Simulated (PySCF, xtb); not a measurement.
C₅H₃Br, SMILES C#CC(Br)=C=C.

GFN2-xTB (xtb) at its own geometry gives an orbital gap of 3.58 eV and a dipole moment of 3.31 D.

Geometry optimised at PBE0-D3(BJ)/def2-SVP. This is a generated structure with no PubChem entry under its InChIKey; it may be hypothetical.

What does PySCF with ωB97X/def2-TZVP give? (Estimate from the structure and the level; the computed values follow.)

gap 9.89 eV (levels -9.28 and 0.61 eV), dipole 1.80 D.
